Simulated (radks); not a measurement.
The numbers below are computed, except where a source is named.
Problem. Tc3+, 40 electrons, occupied as [Kr] 4d4. Code: a radial shooting solver on a logarithmic mesh with Libxc functionals. Model: scalar-relativistic Kohn-Sham, PBE, spin-polarised, spherical densities, point nucleus; open shells are filled with parallel spins first (spin-orbit coupling, left out, can overturn this in heavy ions). Some entries of the table are withheld. Estimate them.

orbital  occ.  eigenvalue (Ry)  <r> (bohr)
1s down     1        -1536.085     0.03428
1s up       1        -1536.084     0.03428
2s up       1        -221.1139      0.1496
2s down     1        -221.0710      0.1496
2p up       3        -198.1247      0.1304
2p down     3        -198.0927      0.1304
3s up       1        -40.38015      0.4153
3s down     1        -40.35836      0.4153
3p up       3        -32.83652      0.4163
3p down     3        -32.81169      0.4163
3d up       5        -20.63639      0.3990
3d down     5        -20.59708      0.3988
4s up       1         -7.70365       1.054
4s down     1         -7.48377       1.048
4p up       3         -5.63189       1.160
4p down     3         -5.39427       1.154
4d up       4         -2.67955         (1)
4d down     0         -2.43208         (2)

Solution. 
(1) 4d up <r> (bohr): 1.510
(2) 4d down <r> (bohr): 1.525
